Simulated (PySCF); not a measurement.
# Ionisation energy of Ni²⁰⁺ by level of theory

Ni²⁰⁺ [He] 2s2 2p4 [2p1/2^2 2p3/2^2, M_J = 2] → Ni²¹⁺ [He] 2s2 2p3 [2p1/2^2 2p3/2^1, M_J = 3/2], as a difference of total energies. Calculation: PySCF 2.14, in an uncontracted even-tempered set (18 s from 5.1 bohr⁻², ratio 2.4; 11 p from 6.6 bohr⁻², ratio 2.4; 5 d from 27 bohr⁻², ratio 2.6; 5 f from 41 bohr⁻², ratio 2.6); the two-component X2C-1e Hamiltonian. Correlated levels: nothing frozen; the 30 highest virtual spinors dropped. "Screened" scales the spin-orbit matrix elements by Boettger's factors to mimic the two-electron term; Breit and QED terms are absent.

```json
{"method": "GHF (spin-free)", "ionisation energy (eV)": "1751.8"}
{"method": "GMP2 (spin-free)", "ionisation energy (eV)": "1753.4"}
{"method": "GHF (screened spin-orbit)", "ionisation energy (eV)": "1756.8"}
{"method": "GMP2 (screened spin-orbit)", "ionisation energy (eV)": "1758.0"}
```

The labels give the starting determinants; with spin-orbit coupling the two ends relaxed to ⟨J²⟩ = 6.00, ⟨L²⟩ = 2.51, ⟨S²⟩ = 1.75 and ⟨J²⟩ = 3.76, ⟨L²⟩ = 0.33, ⟨S²⟩ = 3.32.

For comparison: 1758 ± 4 eV (semi-empirical (NIST evaluation); NIST Atomic Spectra Database, ionization energies).
